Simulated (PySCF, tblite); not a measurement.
Species: C6H10F3OP.
Structure used (GFN2-xTB), in Å, numbered top down from 1:
```xyz
21
C6H10F3OP angstrom
C     -2.8991   -0.7071   -0.8639
C     -2.2291   -1.1378    0.3855
C     -0.9744   -0.8761    0.7402
P      0.2314    0.0521   -0.2374
O      0.0912    0.1534   -1.6897
C      1.8791   -0.4932    0.3676
C      2.9790    0.1779   -0.4436
C      0.0448    1.7690    0.5498
F      0.8997    2.6632    0.0454
F      0.2232    1.7697    1.8798
F     -1.1929    2.2261    0.3229
H     -2.2283   -0.1433   -1.5025
H     -3.2684   -1.5795   -1.4027
H     -3.7618   -0.0893   -0.6150
H     -2.8460   -1.7186    1.0645
H     -0.5914   -1.2218    1.6915
H      1.9759   -0.2833    1.4343
H      1.9071   -1.5779    0.2245
H      3.9517   -0.2339   -0.1827
H      2.9973    1.2509   -0.2640
H      2.8021    0.0164   -1.5052
```

Jobs on this species (21 atoms, 96 electrons) with PySCF (density fitting) and tblite. Hardware of each: Arm Neoverse V2, one thread, no GPU (shared host). Other jobs ran on the host; a repeat could differ by tens of per cent or more.

| level and settings | work | basis functions | SCF cycles | wall time |
| --- | --- | --- | --- | --- |
| GFN2-xTB | L-BFGS relaxation | – | – | ? |
| GFN2-xTB | Hessian by finite differences | – | – | 0.85 s |
| PBE0/pcSseg-1 | shieldings, charges and field gradients | 244 | 15 | 50 s |

Q: Fill in the missing figures.

A: 
- GFN2-xTB; L-BFGS relaxation: 1.1 s

Q: What do all jobs in the table cost together?

A: About 52 s; the longest takes about 96 % of that, and about 59 times as long as the shortest.
